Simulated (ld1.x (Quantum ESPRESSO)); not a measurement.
# Plane-wave convergence, PAW potential for lanthanum

```
Element                 : lanthanum (La)
Generator               : ld1.x (Quantum ESPRESSO) 7.5
Type                    : PAW
Functional              : PBE
Relativity              : scalar-relativistic
Frozen core             : [Kr] 4d10
Valence charge          : 11
Reference configuration : 4f0 5s2 5p6 5d1 6s1 6p0 (charge +1)
Partial waves           : 5s (bound): rcut 2.00, rcutus 3.86 bohr; 6s (bound): rcut 2.00, rcutus 3.86 bohr; 5p (bound): rcut 2.55, rcutus 3.55 bohr; 6p (bound, empty): rcut 2.55, rcutus 3.55 bohr; 5d (bound): rcut 3.25, rcutus 3.90 bohr; 5d channel at 4.45 Ry: rcut 3.25, rcutus 3.90 bohr; 4f (bound, empty): rcut 1.60, rcutus 2.00 bohr; 4f channel at 2.25 Ry: rcut 1.60, rcutus 2.00 bohr
Local potential         : all-electron potential smoothed inside 3.10 bohr (lloc = -2)
Core correction         : Bessel-smoothed model core inside 1.75 bohr
Augmentation charge     : BESSEL, radius 1.80 bohr
```

The pseudo-atom Hamiltonian at the reference potential is diagonalised in spherical Bessel functions j_l(qr) that vanish at 20 bohr, with q² up to the cutoff. All-electron valence levels (Ry): 5s -3.2885, 6s -0.6132, 5p -2.0727, 6p -0.3969, 5d -0.6254, 4f -0.7472.

Problem. How do the lowest levels (Ry) of each channel move with the cutoff, and are there ghosts?

Solution.

```tsv
cutoff (Ry)	s #1	s #2	p #1	p #2	p #3	d #1	d #2	f #1	f #2	Σ f·Δε (mRy)
8	-3.2885	-0.6126	-2.0725	-0.3703	-0.1218	-0.6252	-0.1585	-0.0898	0.0078	2.1
10	-3.2885	-0.6129	-2.0726	-0.3921	-0.1298	-0.6253	-0.1598	-0.0899	0.0077	1.2
12	-3.2885	-0.6132	-2.0727	-0.3961	-0.1313	-0.6254	-0.1599	-0.0901	0.0074	0.3
15	-3.2885	-0.6132	-2.0727	-0.3965	-0.1315	-0.6254	-0.1599	-0.1032	-0.0470	0.2
18	-3.2885	-0.6132	-2.0727	-0.3968	-0.1316	-0.6254	-0.1601	-0.4456	-0.0877	0.1
400	-3.2885	-0.6132	-2.0727	-0.3969	-0.1316	-0.6254	-0.1601	-0.7472	-0.0885	0.0
```

Result: no extra level below or beside the all-electron valence levels (s, p, d, f tested); 10 mRy is reached at 8 Ry and 1 mRy at 12 Ry.

The cutoffs count occupied waves only; the empty 4f level needs 30 Ry at the loose tolerance. Test run stopped at test 1 of 7 (negative rho).
